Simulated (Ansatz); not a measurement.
Computed with Ansatz on PBE0-D4/def2-TZVP structures; ΔE is electronic, products minus reactants. CCSD(T)/CBS adds triple-zeta CCSD(T) − MP2 to the extrapolated MP2 energy (def2 sets, frozen cores). Functionals use def2-TZVPP. HSE06 is defined as in plane-wave codes. For Br, Mg outer-core shells are correlated without core-valence functions, which leaves a few kJ/mol of doubt a bond. Scalar relativity is left out up to krypton. Each species was taken in one conformer, which may not be the lowest.

Consider the redistribution: `[NH2][Al]([OH])[Br]` + `[F][Mg][Cl]` → `[OH][Al]([F])[Br]` + `[NH2][Mg][Cl]`.

```
        level  ΔE (kJ/mol)
       B97M-V         29.0
     HSE06-D4         30.2
     BHLYP-D4         30.4
 CAM-B3LYP-D4         30.2
      ωB97M-V         28.8
      LC-ωPBE         32.7
CCSD/def2-SVP         36.0
MP2/CBS(def2)         28.7
```

Q: What does CCSD(T)/CBS give? (Estimate.)

A: Ansatz gave: +27.4 kJ/mol. The listed levels differ from it by 1.6, 2.8, 3.0, 2.8, 1.4, 5.3, 8.6, 1.3 kJ/mol.

Largest T1 diagnostic among the species: 0.010.

Leaving LDA and LC-ωPBE aside and taking each functional with its dispersion term where it has one, the values, not all of them listed here, spread over 4.2 kJ/mol, from B2PLYP to revPBE-D4. At CCSD(T), def2-SVP lies +8.0 kJ/mol from the extrapolated value and def2-TZVPP −2.7 kJ/mol.
